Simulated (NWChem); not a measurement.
## Total energies of As

```xyz
1

As     0.0000     0.0000     0.0000
```
Charge 0, spin multiplicity 4.

All runs are NWChem calculations.

Basis set: def2-TZVP (48 functions).

| method | total energy (Ha) | relative cost |
|---|---|---|
| UHF | -2234.19417 | 1 |
| UMP2 | -2234.38991 | under 3 |
| UB2PLYP | -2235.43936 | under 3 |
| UPBE | -2235.47024 | under 3 |
| UB3LYP | -2235.84874 | under 3 |
| Ur2SCAN | -2235.79940 | under 3 |

Total energies of different functionals aren't comparable as a measure of quality: only differences taken within one method are. Relative cost: rough, from shared machines, SCF included, UHF = 1.

The Hamiltonian is non-relativistic. The correlated methods keep 9 core orbitals frozen. B3LYP has NWChem's definition, with VWN1-RPA local correlation. No SCF solution was tested for a lower state. Open-shell Hartree-Fock references start from PBE0 orbitals; any time given for them includes that run.
